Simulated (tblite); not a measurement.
C7H8BrOP.
Structure used (GFN2-xTB), in Å, numbered top down from 1:
```
atom  x, y, z in Å
C1     3.3157    0.4947    0.5022
O2     2.2241   -0.3851    0.5831
C3     1.0181    0.0888    0.1884
C4    -0.0282   -0.8225    0.2844
C5    -1.3423   -0.5679   -0.0667
C6    -2.3647   -1.6551    0.0593
C7    -1.7332    0.6744   -0.5635
C8    -0.8481    1.7119   -0.7283
Br9   -1.5254    3.3684   -1.4161
P10    0.8585    1.7396   -0.3890
H11    3.1648    1.3712    1.1432
H12    4.1855   -0.0647    0.8415
H13    3.4725    0.8351   -0.5281
H14    0.2333   -1.8009    0.6646
H15   -2.1130   -2.3328    0.8709
H16   -3.3544   -1.2414    0.2353
H17   -2.4013   -2.2341   -0.8640
H18   -2.7706    0.8267   -0.8288
```

Method: GFN2-xTB as coded in tblite; computed harmonic values from a numerical Hessian at the method's own geometry, unscaled. Against measured fundamentals such values can be off by several per cent, at times by over 20. One conformer, not necessarily the lowest. The optimisation stopped once no atom felt more than 0.01 eV/Å.

Lowest wavenumbers of the output (negative numbers stand for imaginary wavenumbers):
```
mode    cm-1
  1     -41.2
  2      86.6
  3     109.8
  4     138.0
  5     161.1
  6     201.2
  7     207.8
  8     242.9
  9     246.4
 10     325.0
 11     393.8
 12     414.8
 13     460.7
 14     496.4
 15     536.4
```

**Question.** Is this structure a minimum?

**Answer.** Not by this Hessian. 1 mode is imaginary beyond 20i (41i cm⁻¹), so at this level the point lies at or near a first-order saddle. The curvature is small, so loose convergence or finite differences may be the whole cause.

**Question.** Which atoms move in the imaginary mode?

**Answer.** 41i: H17 (methyl hydrogen) 38 %, H15 (methyl hydrogen) 30 %, H16 (methyl hydrogen) 30 %. These are shares of the mass-weighted motion.

**Question.** What is the remedy?

**Answer.** Step along that mode in both directions, optimise again with tighter thresholds and repeat the frequencies. The zero-point energy of this point (81.6 kcal/mol) counts the 47 real modes alone, and thermal corrections from it aren't those of a minimum.
